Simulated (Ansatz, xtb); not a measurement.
# Two isomers of C6H6ClNO

We compare X, `C=Cc1oc(Cl)nc1C`, a singlet, with Y, `COc1ccc(Cl)cn1`, a singlet. Both are isolated molecules in the gas phase, relaxed with PBE0-D3(BJ)/def2-SVP; the shapes shown needn't be the lowest conformers.

X (Å):

```xyz
15

C    -3.0143    0.6926   -0.1537
C    -1.8736   -0.0005   -0.0281
C    -1.6337   -1.3207   -0.5480
C    -2.0891   -3.1428   -1.5769
C    -0.5511   -2.1661   -0.5140
C     0.7853   -1.9642    0.1092
Cl   -3.0663   -4.2060   -2.4599
N    -0.8770   -3.3292   -1.1846
O    -2.6242   -1.9670   -1.2403
H    -3.8745    0.2784   -0.6854
H    -3.1125    1.6921    0.2735
H    -1.0238    0.4322    0.5086
H     0.7105   -1.8225    1.1986
H     1.3012   -1.0854   -0.3075
H     1.4057   -2.8492   -0.0797
```

Y (Å):

```xyz
15

C    -3.3931    0.1844    0.2492
C    -1.5388   -0.9268   -0.6669
C    -0.5729   -1.0398   -1.6842
C     0.3491   -2.0648   -1.5930
C     0.2801   -2.9375   -0.5002
C    -0.7129   -2.7400    0.4515
Cl    1.4076   -4.2377   -0.3346
N    -1.6015   -1.7517    0.3631
O    -2.4232    0.0686   -0.7693
H    -4.0148   -0.7217    0.3142
H    -2.9238    0.3445    1.2320
H    -4.0123    1.0491   -0.0191
H    -0.5710   -0.3282   -2.5107
H     1.1207   -2.2004   -2.3533
H    -0.7864   -3.4097    1.3146
```

Quicker runs give these differences E(Y) − E(X): GFN2-xTB −10.5 kcal/mol; HF/STO-3G −18.1 kcal/mol (at GFN2-xTB geometries); r2SCAN-D4/def2-SVP −16.0 kcal/mol (at GFN2-xTB geometries).

Q: Estimate E(Y) − E(X) at the level CCSD(T)/def2-SVP + ΔMP2/def2-TZVPP.

A: Calculated at CCSD(T)/def2-SVP + ΔMP2/def2-TZVPP: E(Y) − E(X) = −14.0 kcal/mol, so structure Y lies lower.

Level by level:

```tsv
level	geometry	E(Y) − E(X) (kcal/mol)	departure from the last row (kcal/mol)	job, with rough time for the two
GFN2-xTB	GFN2-xTB	−10.5	+3.5	optimisation, 0.16 s
HF/STO-3G	GFN2-xTB	−18.1	−4.0	single point, 0.52 s
r2SCAN-D4/def2-SVP	GFN2-xTB	−16.0	−2.0	single point, 4.8 s
PBE0-D3(BJ)/def2-SVP	PBE0-D3(BJ)/def2-SVP	−15.9	−1.9	optimisation, 34 s
HF/def2-SVP	PBE0-D3(BJ)/def2-SVP	−19.6	−5.6	part of the CCSD(T) run
MP2/def2-SVP	PBE0-D3(BJ)/def2-SVP	−14.0	0.0	part of the CCSD(T) run
CCSD(T)/def2-SVP	PBE0-D3(BJ)/def2-SVP	−12.9	+1.1	single point
CCSD(T)/def2-SVP + ΔMP2/def2-TZVPP	PBE0-D3(BJ)/def2-SVP	−14.0		single point, 2.6 min
```

As drawn, Y has 2 C–O, 3 C∷C in place of 1 C=C, 2 C–C, 2 C∷O (∷ is an aromatic bond). Structure X has a 5-membered ring (with an aromatic ring), Y a 6-membered ring (with an aromatic ring).

The levels shown agree on the order. The largest departure from CCSD(T)/def2-SVP + ΔMP2/def2-TZVPP is that of HF/def2-SVP, 5.6 kcal/mol. The last row adds to CCSD(T) the change of the MP2 difference between the two basis sets, here −1.1 kcal/mol.

With thermal terms from frequencies at re-optimised GFN2-xTB minima (ideal gas, soft modes damped towards free rotors, one conformer each, 298.15 K, 1 atm): on the last row, ΔE + ΔZPE = −13.4, ΔH = −13.9, ΔG = −12.7 kcal/mol.

The correlated steps freeze 13 core orbitals. Programs: Ansatz 0.2.0, xtb 6.7.1; the last row on 4 threads of Arm Neoverse V1 on a shared host.
